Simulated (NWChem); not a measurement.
All runs are NWChem calculations. System: HFSi, charge 0, spin multiplicity 1, at a geometry optimised with PBE0/def2-SVP. The structure started from a generated list of species. Level: CCSD(T)/def2-TZVP, 6 core orbitals frozen.

Input file:

```
start mol
memory heap 100 mb stack 700 mb global 1900 mb
geometry units angstroms nocenter noautoz
  Si    -0.456019     0.403674     0.000000
  H      0.553675     1.575429     0.000000
  F      0.647844    -0.802985     0.000000
  symmetry group Cs
end
basis spherical
  * library def2-tzvp
end
scf
  rhf
  nopen 0
  maxiter 100
  thresh 1e-7
  semidirect memsize 60000000 filesize 0
end
tce
  freeze core 6
  ccsd(t)
  2eorb
  2emet 13
  thresh 1e-6
  maxiter 100
  tilesize 24
end
task tce energy
```

Part of the output:

```
             Northwest Computational Chemistry Package (NWChem) 7.3.0
             --------------------------------------------------------

                                NWChem Input Module
                                -------------------

 Scaling coordinates for geometry "geometry" by  1.889725989
 (inverse scale =  0.529177249)

 Turning off AUTOSYM since
 SYMMETRY directive was detected!

                             Geometry "geometry" -> ""
                             -------------------------

 Output coordinates in angstroms (scale by  1.889725989 to convert to a.u.)

  No.       Tag          Charge          X              Y              Z
 ---- ---------------- ---------- -------------- -------------- --------------
    1 Si                  14.0000    -0.45601900     0.40367400     0.00000000
    2 H                    1.0000     0.55367500     1.57542900     0.00000000
    3 F                    9.0000     0.64784400    -0.80298500     0.00000000

 Effective nuclear repulsion energy (a.u.)      47.5611188159

            Nuclear Dipole moment (a.u.)
            ----------------------------
        X                 Y               Z
 ---------------- ---------------- ----------------
     0.0000094486    -0.0000000000     0.0000000000

      Symmetry information
      --------------------

 Group name             Cs
 Group number              2
 Group order               2
 No. of unique centers     3

      Symmetry unique atoms

     1    2    3


 Summary of "ao basis" -> "" (spherical)
 ------------------------------------------------------------------------------
       Tag                 Description            Shells   Functions and Types
 ---------------- ------------------------------  ------  ---------------------
 *                         def2-tzvp                  on all atoms

 Summary of "ao basis" -> "ao basis" (spherical)
 ------------------------------------------------------------------------------
       Tag                 Description            Shells   Functions and Types
 ---------------- ------------------------------  ------  ---------------------
[...]
     T(0) DIIS level shift : 0.00D+00
     L(0) DIIS level shift : 0.00D+00
     T(1) DIIS level shift : 0.00D+00
     L(1) DIIS level shift : 0.00D+00
     T(R) DIIS level shift : 0.00D+00
     T(I) DIIS level shift : 0.00D+00
   CC-T/L Amplitude update :  5-th order DIIS
                I/O scheme : Global Array Library
        L-threshold :  0.10D-05
        EOM-threshold :  0.10D-05
 no EOMCCSD initial starts read in
 TCE RESTART OPTIONS
 SLICE:      F
 D4D5:       F
 quantumc:   F
 qrotation:  F
 pwtce:      F
 qducc:      F
 nacto:                         0
 nrotv:                         0
 nrot:                          0

            Memory Information
            ------------------
          Available GA space size is     249031324 doubles
          Available MA space size is     104850612 doubles

 Maximum block size supplied by input
 Maximum block size        24 doubles

 tile_dim =     21

 -------------------------------------------------
   1    alpha     a'     5 doubles       0       1
   2    alpha     a"     1 doubles       5       2
   3    beta      a'     5 doubles       6       1
   4    beta      a"     1 doubles      11       2
   5    alpha     a'    20 doubles      12       5
   6    alpha     a'    21 doubles      32       6
   7    alpha     a"    21 doubles      53       7
   8    beta      a'    20 doubles      74       5
   9    beta      a'    21 doubles      94       6
  10    beta      a"    21 doubles     115       7

 Global array virtual files algorithm will be used

 Parallel file system coherency ......... OK

 4-electron integrals stored in orbital form

 v2    file size   =          2986243
 4-index algorithm nr.  13 is used
 imaxsize =       30
 imaxsize ichop =        0


CCSD iterations
 ---------------------------------------------------------
 Iter          Residuum       Correlation     Cpu    Wall
 ---------------------------------------------------------
    1   0.1628211856090  -0.3486672613496     0.1     0.1
    2   0.0421719165441  -0.3569822663918     0.1     0.1
    3   0.0163371797349  -0.3647999600097     0.1     0.1
    4   0.0081077833684  -0.3660580329886     0.1     0.1
    5   0.0040768752703  -0.3669886580526     0.1     0.1
    6   0.0017120811364  -0.3674805130430     0.2     0.2
    7   0.0008614056677  -0.3675699520849     0.1     0.1
    8   0.0005117208907  -0.3675781289619     0.1     0.1
    9   0.0003179819744  -0.3675871219535     0.1     0.1
   10   0.0002014441976  -0.3675970436377     0.1     0.1
   11   0.0000394257455  -0.3676116366722     0.1     0.1
   12   0.0000195744156  -0.3676112091770     0.1     0.1
   13   0.0000109300651  -0.3676119560990     0.1     0.1
   14   0.0000066919833  -0.3676117475237     0.1     0.1
   15   0.0000041363751  -0.3676117880196     0.2     0.2
   16   0.0000009786768  -0.3676116625443     0.2     0.2
 -----------------------------------------------------------------
 Iterations converged
 CCSD correlation energy / hartree =        -0.367611662544325
 CCSD total energy / hartree       =      -389.375573262067689

 Singles contributions

 Doubles contributions
 CCSD(T)
 Using plain CCSD(T) code
             total no. of tasks           74
 total no. of tasks / no. procs           74
                         wl_min         8400           4.5
                         wl_max      1157625          10.2
        thresh for no. of tasks           74

 CCSD[T]  correction energy / hartree =        -0.011939989502065
 CCSD[T] correlation energy / hartree =        -0.379551652046389
 CCSD[T] total energy / hartree       =      -389.387513251569771
 CCSD(T)  correction energy / hartree =        -0.011072389563527
 CCSD(T) correlation energy / hartree =        -0.378684052107851
 CCSD(T) total energy / hartree       =      -389.386645651631227

 Task  times  cpu:       11.8s     wall:       11.8s

 Total times  cpu:       11.8s     wall:       11.8s
```
